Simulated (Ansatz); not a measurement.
Basis-set series for AlBrFH2N (`[NH2][Al]([F])[Br]`). Charge 0, multiplicity 1. Geometry: relaxed with PBE0-D4/def2-TZVP. It is one conformer, not always the lowest.

| functional | basis | functions | energy (Eh) | HOMO (eV) | LUMO (eV) |
| --- | --- | --- | --- | --- | --- |
| PBE0-D4 | def2-SVP | 88 | -2971.49010 | -7.82 | -0.46 |
| PBE0-D4 | def2-QZVPP | 333 | -2972.15719 | -8.06 | -0.89 |
| ωB97M-V | def2-SVP | 88 | -2971.85633 | -10.17 | 1.19 |
| ωB97M-V | def2-QZVPP | 333 | -2972.52274 | -10.44 | 0.55 |

Task: Give the rows for def2-TZVPP. (Estimate.)

Result: Computed: 
```tsv
functional	basis	functions	energy (Eh)	HOMO (eV)	LUMO (eV)
PBE0-D4	def2-TZVPP	180	-2972.08711	-8.02	-0.72
ωB97M-V	def2-TZVPP	180	-2972.45558	-10.39	0.89
```

Positive LUMOs are unbound and depend on the basis. Scalar relativity is left out up to krypton.
